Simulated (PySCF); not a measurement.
**Stretching CaC**

Set-up: basis Ca def2-SVP, C def2-SVP; no relativity; PySCF 2.14. Energies in eV from Ca + C in their ground configurations at the same level. State: Ms = 1 determinant of mixed spin (⟨S²⟩ near 2.9), unpaired electrons π ↑↑.

All columns are PBE0. A positive dipole means Ca(−)C(+).

```json
{"R (Å)": "1.971", "E (eV)": "-1.842", "μ (D)": "-2.38", "Mulliken charge on Ca (basis-dependent)": "0.49", "HOMO (eV)": "-3.88", "LUMO (eV)": "-1.83", "Mayer bond order": "1.05", "⟨S²⟩": "2.93"}
{"R (Å)": "2.063", "E (eV)": "-2.182", "μ (D)": "-2.74", "Mulliken charge on Ca (basis-dependent)": "0.51", "HOMO (eV)": "-4.00", "LUMO (eV)": "-1.91", "Mayer bond order": "1.01", "⟨S²⟩": "2.92"}
{"R (Å)": "2.155", "E (eV)": "-2.371", "μ (D)": "-3.10", "Mulliken charge on Ca (basis-dependent)": "0.51", "HOMO (eV)": "-4.11", "LUMO (eV)": "-1.98", "Mayer bond order": "0.99", "⟨S²⟩": "2.91"}
{"R (Å)": "2.223", "E (eV)": "-2.437", "μ (D)": "-3.38", "Mulliken charge on Ca (basis-dependent)": "0.51", "HOMO (eV)": "-4.19", "LUMO (eV)": "-2.04", "Mayer bond order": "0.99", "⟨S²⟩": "2.91"}
{"R (Å)": "2.292", "E (eV)": "-2.454", "μ (D)": "-3.64", "Mulliken charge on Ca (basis-dependent)": "0.50", "HOMO (eV)": "-4.27", "LUMO (eV)": "-2.09", "Mayer bond order": "0.98", "⟨S²⟩": "2.90"}
{"R (Å)": "2.361", "E (eV)": "-2.433", "μ (D)": "-3.91", "Mulliken charge on Ca (basis-dependent)": "0.50", "HOMO (eV)": "-4.34", "LUMO (eV)": "-2.15", "Mayer bond order": "0.98", "⟨S²⟩": "2.89"}
{"R (Å)": "2.452", "E (eV)": "-2.362", "μ (D)": "-4.25", "Mulliken charge on Ca (basis-dependent)": "0.49", "HOMO (eV)": "-4.44", "LUMO (eV)": "-2.22", "Mayer bond order": "0.98", "⟨S²⟩": "2.88"}
{"R (Å)": "2.567", "E (eV)": "-2.224", "μ (D)": "-4.67", "Mulliken charge on Ca (basis-dependent)": "0.47", "HOMO (eV)": "-4.55", "LUMO (eV)": "-2.32", "Mayer bond order": "0.97", "⟨S²⟩": "2.86"}
{"R (Å)": "2.705", "E (eV)": "-2.017", "μ (D)": "-5.13", "Mulliken charge on Ca (basis-dependent)": "0.46", "HOMO (eV)": "-4.68", "LUMO (eV)": "-2.43", "Mayer bond order": "0.95", "⟨S²⟩": "2.84"}
{"R (Å)": "2.888", "E (eV)": "-1.715", "μ (D)": "-5.65", "Mulliken charge on Ca (basis-dependent)": "0.45", "HOMO (eV)": "-4.81", "LUMO (eV)": "-2.56", "Mayer bond order": "0.92", "⟨S²⟩": "2.79"}
```

A fit through these points gives, at Re = 2.286 Å, μ = -3.62 D and dμ/dR = -3.89 D/Å; the reduced mass is 9.229 u.

How strong is the fundamental in the double-harmonic approximation, I = 42.26·(dμ/dR)²/μred km/mol?

I = 42.26·(-3.89)²/9.229 = 69.3 km/mol at PBE0.

The state was picked by a PBE0 search and need not be the measured ground state.
